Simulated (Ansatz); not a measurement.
Al₆As₇H₂₀⁺, a cluster cut from zinc blende AlAs (hydrogen-capped). Total charge 1; singlet. Geometry PBE-D4/def2-SVP, basis def2-TZVP, Ansatz.

```
run  HOMO (eV)  LUMO (eV)
  A     -10.19      -4.79
  B     -10.01      -4.95
  C      -9.54      -5.57
  D      -9.41      -5.40
  E     -11.14      -3.93
  F      -9.15      -5.52
```

B3LYP takes the VWN-RPA correlation. Single mean-field runs in def2-TZVP are fitted with def2-universal-jkfit.

Problem. The runs used B3LYP, B97M-V, BHLYP, PBE, PBE0, r2SCAN. Estimate which is which.

Solution. A PBE0 (25 % exact exchange); B B3LYP (20 % exact exchange); C B97M-V (0 % exact exchange); D r2SCAN (0 % exact exchange); E BHLYP (50 % exact exchange); F PBE (0 % exact exchange). Exact exchange lowers occupied and raises empty levels; among semilocal functionals meta-GGAs tend to open the gap a little, and such runs are hard to tell apart. The gap grows from 3.63 eV (PBE) to 7.22 eV (BHLYP).
